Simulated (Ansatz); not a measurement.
Input file for Ansatz (an electronic-structure program): R-CCSD(T)/aug-cc-pV(D+d)Z on CH3ClO (a complex), monomers drawn apart or pushed together. Files ending in .json are basis or fitting sets from the Basis Set Exchange.

Ansatz 0.2 input:
```yaml
crystal:
  periodic: [false, false, false]
  atoms:
    - {symbol: Cl, position_ang: [-0.15233745, -0.05620710, 0.44346865]}
    - {symbol: H, position_ang: [0.14962411, 0.49239252, 1.58775990]}
    - {symbol: C, position_ang: [-0.32712681, 0.05263259, 4.27469177]}
    - {symbol: O, position_ang: [0.29118861, 0.89685029, 3.67843621]}
    - {symbol: H, position_ang: [-0.39210683, 0.06198928, 5.37554812]}
    - {symbol: H, position_ang: [-0.85224535, -0.76204405, 3.74683044]}
basis:
  gaussian:
    orbitals: aug-cc-pV_D+d_Z.json
magnetization: {spin_polarized: false}
correlation: {method: ccsd_t, electrons: outside_noble_gas}
scf: {lower_state_search: off}
```

Task: What total energy does the run end on?

Result: -574.5326 hartree (reference determinant -573.9857, T1 diagnostic 0.014).

Task: How many basis functions does it have, and what does it roughly cost on one machine?

Result: 105 functions; very roughly 9 core-seconds.
